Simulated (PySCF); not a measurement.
CH7ClOSi2, SMILES [SiH2]([Si@@H](O)Cl)C.

Geometry optimised at ωB97X-D3(BJ)/def2-SVP. The structure was generated by enumeration; whether it is a known compound was not checked. One conformer was computed; it need not be the lowest.

Two levels are set side by side: PBE/def2-TZVP (PySCF) and M06-2X/def2-TZVP (PySCF). Same geometry, gas phase. Differences are taken from unrounded values.

```tsv
quantity	M06-2X
orbital gap (eV)	9.53
highest occupied level (eV)	-9.00
lowest empty level (eV)	0.53
dipole moment (D)	1.95
mean polarisability (bohr³)	80.3
```

Problem. What does PBE give, and how far is it from M06-2X? (Estimate from the structure and the level; the computed values follow.)

Solution. 
```csv
quantity,PBE,PBE minus M06-2X
orbital gap (eV),5.60,-3.93
highest occupied level (eV),-6.69,2.31
lowest empty level (eV),-1.09,-1.62
dipole moment (D),1.93,-0.02
mean polarisability (bohr³),84.4,4.1
```

Without exact exchange PBE keeps part of each electron's self-repulsion, which lifts occupied levels and narrows the gap. Loosely held outer electrons make PBE densities more polarisable. Differences between two approximate levels are no errors against the true value.

Rough cost on one machine, each run with all the roots and properties that it gave: M06-2X against PBE about 3 times.
